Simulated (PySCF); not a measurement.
Distorted geometries of [Pr(NH3)3]3+

[Pr(NH3)3]3+ (singlet in the valence; each metal's 4f electrons, 2 of them, lie in its core potential, out of spins and levels). PySCF 2.14.0, RKS BP86, Pr lcecp-1-SVP with ECP48, N def2-SVP, H def2-SVP; non-relativistic Hamiltonian with scalar-relativistic core potentials where named; density fitting; no spin-orbit coupling. Relaxed geometry:

```xyz
13

Pr    0.0000    0.0000    0.7302
N     2.4202   -0.0006    0.0104
H     3.1007   -0.2627    0.7622
H     2.6742   -0.6544   -0.7661
H     2.7945    0.9163   -0.3273
N    -1.2096    2.0962    0.0104
H    -1.3228    2.8166    0.7622
H    -0.7704    2.6431   -0.7661
H    -2.1907    1.9620   -0.3273
N    -1.2106   -2.0957    0.0104
H    -1.7779   -2.5539    0.7622
H    -1.9038   -1.9887   -0.7661
H    -0.6037   -2.8782   -0.3273
```

Task: Order these distorted geometries by energy above the relaxed one, lowest first.
A.
```xyz
13

Pr    0.0001   -0.0040    0.6498
N     2.4555   -0.0939   -0.0968
H     3.0968   -0.2361    1.1927
H     2.7540   -0.5768   -0.9395
H     2.6934    0.8913   -0.3679
N    -0.8750    2.1115   -0.1340
H    -1.3356    2.7069    0.7838
H    -0.9576    2.6642   -0.6979
H    -2.2580    2.0707   -0.5441
N    -1.3681   -1.9734    0.1948
H    -1.7438   -2.5865    0.8161
H    -2.0932   -1.9862   -0.6240
H    -0.3685   -2.9877   -0.4651
```
B.
```xyz
13

Pr    0.0064    0.0037    0.7269
N     2.4400   -0.0316    0.0330
H     3.1453   -0.2607    0.7724
H     2.6848   -0.6388   -0.7675
H     2.8349    0.9179   -0.3115
N    -1.2072    2.0998   -0.0125
H    -1.3318    2.8381    0.7585
H    -0.7659    2.6356   -0.7572
H    -2.2316    1.9528   -0.3306
N    -1.2076   -2.0846    0.0094
H    -1.7850   -2.5590    0.7470
H    -1.9801   -1.9956   -0.7684
H    -0.6023   -2.8775   -0.3316
```
C.
```xyz
13

Pr   -0.0511   -0.1154    0.6352
N     2.3987    0.0869   -0.0710
H     3.0396   -0.1105    0.9459
H     2.6221   -0.5806   -0.8597
H     2.6947    0.7715   -0.1825
N    -1.1118    2.0643   -0.1483
H    -1.3432    2.7825    0.8250
H    -0.7275    2.4786   -0.7829
H    -2.0896    1.8938   -0.3579
N    -1.3051   -1.9695    0.0494
H    -1.7005   -2.5679    0.8098
H    -1.9023   -2.0445   -0.8583
H    -0.5240   -2.6890   -0.2368
```

Result: B (0.15 eV), C (5.99 eV), A (8.59 eV).

Task: Which forces (eV/Å) act in the one that lies 5.99 eV up?

Result: 
```
Pr    0.85   2.08   0.48
N   -10.64 -28.28   8.28
H    -1.63  -0.33  -3.39
H     0.67   0.46   0.80
H    11.60  27.91  -5.66
N    -6.57  -5.84  14.82
H     1.28  -1.74  -3.41
H     6.20   7.56 -10.39
H    -1.04  -0.08  -0.92
N     1.03  -2.74  -2.12
H    -0.95   0.14  -0.09
H     0.11   0.05   1.48
H    -0.93   0.80   0.13
```
Forces carry noise of the integration grid, about 0.01 to 0.03 eV/Å.

An lcecp potential fixes the number of 4f electrons, so in runs with it no electron can move into or out of that shell.
